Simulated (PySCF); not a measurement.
# Where the electron goes

Species: Si(CN)2Me2, C₄H₆N₂Si.
Structure used (PBE0-D3(BJ)/def2-SVP), in Å, numbered top down from 1:
```
atom  x, y, z in Å
Si1    0.2072   -0.0062    0.1481
C2     0.2943   -0.0166    2.0076
N3     0.2986   -0.0210    3.1670
C4     1.9806   -0.0172   -0.4166
N5     3.0704   -0.0173   -0.8119
C6    -0.5893    1.5767   -0.4138
H7    -0.5834    1.6319   -1.5132
H8    -0.0485    2.4481   -0.0168
H9    -1.6323    1.6227   -0.0654
C10   -0.6149   -1.5716   -0.4264
H11   -1.6408   -1.6327   -0.0327
H12   -0.0540   -2.4513   -0.0778
H13   -0.6575   -1.5976   -1.5259
```

Computed with TDDFT PBE0/def2-SVPD, vertical, gas phase, core orbitals frozen in the response (PySCF).

Frontier orbitals with the atoms that hold most of them (Löwdin shares over 4%, at most four atoms; ? is withheld):

```tsv
orbital	ε (eV)	atoms
HOMO-3	-10.28	N5 26%, N3 26%, C4 22%, C2 22%
HOMO-2	-10.16	N5 22%, N3 22%, C2 15%, C4 15%
HOMO-1	-10.08	?
HOMO	-9.72	?
LUMO	?	Si1 19%, N3 18%, N5 18%, C2 18%
LUMO+1	-1.06	Si1 17%, C2 16%, N3 16%, C4 16%
LUMO+2	-0.13	Si1 19%, C4 18%, C2 17%, N5 14%
```

Task: Give the leading atoms of the HOMO-1.

Result: N5 (bonded to C) 28%; N3 (bonded to C) 27%; C4 (bonded to N and Si) 22%; C2 (bonded to N and Si) 21%. By element: nitrogen 55%, carbon 43% or more.

Task: Give the leading atoms of the HOMO.

Result: C6 (bonded to Si and 3 H) 15%; C10 (bonded to Si and 3 H) 15%; N5 (bonded to C) 14%; N3 (bonded to C) 14%. By element: carbon 31% or more, nitrogen 27%.

Task: What is the LUMO energy, and the HOMO–LUMO gap?

Result: ε(LUMO) = -1.24 eV; the gap is 8.48 eV (0.3117 hartree).

Task: How does S1 compare with the orbital gap of 8.48 eV?

Result: S1 is at 6.80 eV (f = 0.0067), 1.68 eV below the gap, made of HOMO→LUMO (75%). Without the coupling terms of the response equations the lowest excitation would equal the gap.

Next come S2 at 6.95 eV (f 0.0000), HOMO-3→LUMO (48%), HOMO-1→LUMO+1 (29%), HOMO→LUMO+2 (10%); S3 at 7.20 eV (f 0.014), HOMO→LUMO+1 (46%), HOMO-2→LUMO (37%); S4 at 7.22 eV (f 0.0045), HOMO-1→LUMO (55%), HOMO-3→LUMO+1 (29%), HOMO→LUMO+3 (8%); S5 at 7.24 eV (f 0.0000), HOMO-1→LUMO+1 (54%), HOMO-3→LUMO (30%).

Löwdin shares depend on the basis, the more so with diffuse functions.
